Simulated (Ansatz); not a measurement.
C$_{2}$H$_{5}$NOSn (`[CH3][SnH2][N]=C=O`). Total charge 0; spin multiplicity 1. Sn takes the def2 core potential.

```xyz
10

C     0.471   -1.752    0.215
Sn   -0.824   -0.076    0.072
N     0.370    1.416   -0.616
C     0.566    2.589   -0.471
O     0.808    3.730   -0.375
H     1.264   -1.536    0.930
H     0.913   -1.947   -0.762
H    -0.080   -2.633    0.543
H    -2.043   -0.247   -1.106
H    -1.446    0.456    1.570
```

List the harmonic frequencies (cm⁻¹, unscaled) at PBE0-D4/def2-TZVP in Ansatz. (Estimate.)

The calculation gave: 10, 67, 81, 152, 375, 428, 529, 549, 621, 643, 674, 708, 784, 798, 1234, 1433, 1450, 1453, 1948, 1959, 2356, 3072, 3170, 3174.
